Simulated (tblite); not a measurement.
C6H6FO2 (doublet state).
Atom-mapped SMILES: `[CH2:1][C@@H:2]1[C:3](=[O:4])[CH2:5][C:6](=[O:7])[C@H:8]1[F:9]` (hydrogens: H10, H11 on C1; H12 on C2; H13, H14 on C5; H15 on C8)

Cartesian coordinates in Å at the GFN2-xTB level; atoms count from 1:
```xyz
15
C6H6FO2 angstrom
C      1.6705   -0.3419   -0.3364
C      0.8003    0.1886    0.7063
C     -0.0854   -1.0776    0.6017
O      0.0948   -2.1130    1.1884
C     -1.2174   -0.7530   -0.3524
C     -1.0459    0.6866   -0.7589
O     -1.5253    1.2380   -1.7041
C     -0.0849    1.3369    0.2590
F     -0.8244    1.8041    1.3245
H      2.4807   -0.9950   -0.0787
H      1.4454   -0.1780   -1.3732
H      1.2567    0.3110    1.6860
H     -2.1659   -0.8672    0.1822
H     -1.2571   -1.4265   -1.2110
H      0.4535    2.1950   -0.1555
```

All values are computed: GFN2-xTB (tblite) harmonic vibrations without scaling, gas phase. This tight-binding method is rough: wavenumbers can miss measured ones by several per cent, in bad cases by 10 to 20. One conformer, not necessarily the lowest. Open shells enter through the occupations alone, without spin polarisation, and single modes of such species can be off by tens of per cent. The optimisation stopped once no atom felt more than 0.01 eV/Å.

Lowest wavenumbers of the output (negative numbers stand for imaginary wavenumbers):
```
mode    cm-1
  1     -78.4
  2      58.5
  3     116.6
  4     206.0
  5     249.9
  6     388.8
  7     400.7
  8     435.8
  9     444.9
 10     515.4
```

Q: Is this structure a minimum?

A: No. 1 mode is imaginary beyond 20i (78i cm⁻¹), so at this level the point lies at or near a first-order saddle.

Q: Which atoms move in the imaginary mode?

A: 78i: C1 (carbon bonded to C and 2 H) 55 %, C3 (carbon bonded to 2 C and O) 11 %. These are shares of the mass-weighted motion.

Q: What is the remedy?

A: Step along that mode in both directions, optimise again with tighter thresholds and repeat the frequencies. The zero-point energy of this point (65.3 kcal/mol) counts the 38 real modes alone, and thermal corrections from it aren't those of a minimum.

Time: 0.47 s. Hardware: one thread of an Arm Neoverse V1, no GPU, on a shared host. This covers the Hessian and the dipole derivatives.
